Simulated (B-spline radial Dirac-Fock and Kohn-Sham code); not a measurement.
Electron momentum distribution of P¹¹⁺: Compton profiles

System: the P¹¹⁺ ion, configuration [He] 2s2.

Level of theory: the impulse approximation on relativistic Hartree-Fock (Dirac-Fock) wave functions, averaged over the configuration; a radial B-spline solver. pz is in atomic units of momentum; subshell profiles are per electron, for a selection of subshells; open shells are spread over both j values by their weights.

| pz | J total | J 1s1/2 | J 2s1/2 |
| --- | --- | --- | --- |
| 0.8 | 0.4846 | 0.0575 | 0.185 |
| 1 | 0.4626 | 0.0572 | 0.174 |
| 1.2 | 0.4375 | 0.0568 | 0.162 |
| 1.4 | 0.4101 | 0.0564 | 0.149 |
| 1.6 | 0.3815 | 0.0559 | 0.135 |
| 1.8 | 0.3524 | 0.0554 | 0.121 |
| 2 | 0.3235 | 0.0548 | 0.107 |
| 2.5 | 0.2565 | 0.0531 | 0.0751 |
| 3 | 0.2013 | 0.0512 | 0.0495 |
| 4 | 0.1310 | 0.0466 | 0.0189 |
| 5 | 0.09863 | 0.0415 | 0.00780 |
| 7 | 0.07238 | 0.0311 | 0.00508 |
| 10 | 0.04446 | 0.0183 | 0.00393 |
| 15 | 0.01612 | 0.00676 | 0.00130 |
| 20 | 0.005836 | 0.00252 | 0.000403 |
| 30 | 0.0009907 | 0.000439 | 5.67e-05 |
| 40 | 0.0002363 | 0.000106 | 1.24e-05 |
| 60 | 2.717e-05 | 1.23e-05 | 1.32e-06 |

Task: What is the peak value J(0), and which subshell contributes most to it?

Result: J(0) = 0.5274. The 2s1/2 subshell gives the largest part, 78 %.

Mean momentum ⟨p⟩ by subshell (a.u.): 1s1/2 12.5, 2s1/2 4.41.

Values without a named source are computed, but for edge energies of neutral atoms, which are taken from tables.
